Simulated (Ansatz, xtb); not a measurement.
# Relative energy of two isomers of C2H10P2Si2

Structure X: `[SiH3]/C=C\[SiH](P)P`, a singlet. Structure Y: `P[Si@@H]1CC[SiH2]P1`, a singlet. Both are isolated molecules in the gas phase, relaxed with PBE-D3(BJ)/def2-SVP, each in the lowest conformer that the search found.

Estimate E(Y) − E(X) at the level CCSD(T)/def2-SVP + ΔMP2/def2-TZVPP.

Calculated at CCSD(T)/def2-SVP + ΔMP2/def2-TZVPP: E(Y) − E(X) = −149.3 kJ/mol, so structure Y lies lower.

The same difference at several levels:

```json
{"level": "GFN2-xTB", "geometry": "GFN2-xTB", "E(Y) − E(X) (kJ/mol)": "−119.9", "departure from the last row (kJ/mol)": "+29.4", "job, with rough time for the two": "optimisation, 0.68 s"}
{"level": "HF/STO-3G", "geometry": "GFN2-xTB", "E(Y) − E(X) (kJ/mol)": "−248.9", "departure from the last row (kJ/mol)": "−99.6", "job, with rough time for the two": "single point, 0.64 s"}
{"level": "r2SCAN-D4/def2-SVP", "geometry": "GFN2-xTB", "E(Y) − E(X) (kJ/mol)": "−162.8", "departure from the last row (kJ/mol)": "−13.5", "job, with rough time for the two": "single point, 4 s"}
{"level": "PBE-D3(BJ)/def2-SVP", "geometry": "PBE-D3(BJ)/def2-SVP", "E(Y) − E(X) (kJ/mol)": "−162.1", "departure from the last row (kJ/mol)": "−12.8", "job, with rough time for the two": "optimisation, 45 s"}
{"level": "HF/def2-SVP", "geometry": "PBE-D3(BJ)/def2-SVP", "E(Y) − E(X) (kJ/mol)": "−131.1", "departure from the last row (kJ/mol)": "+18.2", "job, with rough time for the two": "part of the CCSD(T) run"}
{"level": "MP2/def2-SVP", "geometry": "PBE-D3(BJ)/def2-SVP", "E(Y) − E(X) (kJ/mol)": "−158.8", "departure from the last row (kJ/mol)": "−9.5", "job, with rough time for the two": "part of the CCSD(T) run"}
{"level": "CCSD(T)/def2-SVP", "geometry": "PBE-D3(BJ)/def2-SVP", "E(Y) − E(X) (kJ/mol)": "−142.1", "departure from the last row (kJ/mol)": "+7.2", "job, with rough time for the two": "single point"}
{"level": "CCSD(T)/def2-SVP + ΔMP2/def2-TZVPP", "geometry": "PBE-D3(BJ)/def2-SVP", "E(Y) − E(X) (kJ/mol)": "−149.3", "departure from the last row (kJ/mol)": "", "job, with rough time for the two": "single point, 56 s"}
```

As drawn, Y has 1 P–Si, 1 C–C, 2 C–H in place of 1 C=C, 1 Si–H, 1 P–H. Structure X has no ring, Y a 5-membered ring.

The levels shown agree on the order. The largest departure from CCSD(T)/def2-SVP + ΔMP2/def2-TZVPP is that of HF/STO-3G, 99.6 kJ/mol. The last row adds to CCSD(T) the change of the MP2 difference between the two basis sets, here −7.2 kJ/mol.

With thermal terms from frequencies at re-optimised GFN2-xTB minima (ideal gas, soft modes damped towards free rotors, one conformer each, 298.15 K, 1 atm): on the last row, ΔE + ΔZPE = −127.2, ΔH = −131.9, ΔG = −119.5 kJ/mol.

The correlated steps freeze 22 core orbitals. Mirror images aren't counted in ΔG. Codes used: Ansatz 0.2.0, xtb 6.7.1; the last row on 4 threads of Intel(R) Xeon(R) Platinum 8259CL CPU @ 2.50GHz (Skylake/Cascade Lake) on a shared host.
